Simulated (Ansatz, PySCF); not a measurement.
Cl2I, SMILES Cl[I-]Cl, charge -1. Atoms are numbered in the order given.

```xyz
3

Cl     0.0000     0.0000    -2.6324
I      0.0000     0.0000     0.0000
Cl     0.0000     0.0000     2.6324
```
Charge -1, spin multiplicity 1.

Geometry: B3LYP-D3(BJ)/def2-SVPD. The def2 effective core potentials stand for the cores of I; spin–orbit coupling is left out.

Two levels are set side by side: PBE-D3(BJ)/def2-SVPD (Ansatz, a first-principles code) and B3LYP-D3(BJ)/def2-SVPD (Ansatz). Each level has its own optimised geometry; the coordinates shown are those of the second. Frequencies come from the Hessian of PySCF at each geometry. Differences are taken from unrounded values.

```json
[
 {"quantity": "mean bond length (Å)", "B3LYP-D3(BJ)": "2.632"},
 {"quantity": "bond Cl1–I2 (Å)", "B3LYP-D3(BJ)": "2.632"},
 {"quantity": "bond I2–Cl3 (Å)", "B3LYP-D3(BJ)": "2.632"},
 {"quantity": "highest harmonic wavenumber (cm⁻¹)", "B3LYP-D3(BJ)": "235"},
 {"quantity": "mean harmonic wavenumber (cm⁻¹)", "B3LYP-D3(BJ)": "165"},
 {"quantity": "zero-point energy (kcal/mol)", "B3LYP-D3(BJ)": "0.94"}
]
```

**Question.** What does PBE-D3(BJ) give, and how far is it from B3LYP-D3(BJ)? (The exact figures need the calculation; the answer reports its results.)

**Answer.** 
```tsv
quantity	PBE-D3(BJ)	PBE-D3(BJ) minus B3LYP-D3(BJ)
mean bond length (Å)	2.627	-0.006
bond Cl1–I2 (Å)	2.627	-0.006
bond I2–Cl3 (Å)	2.627	-0.006
highest harmonic wavenumber (cm⁻¹)	234	-1
mean harmonic wavenumber (cm⁻¹)	165	0
zero-point energy (kcal/mol)	0.94	0.00
```

Here PBE gives about what the other level gives.
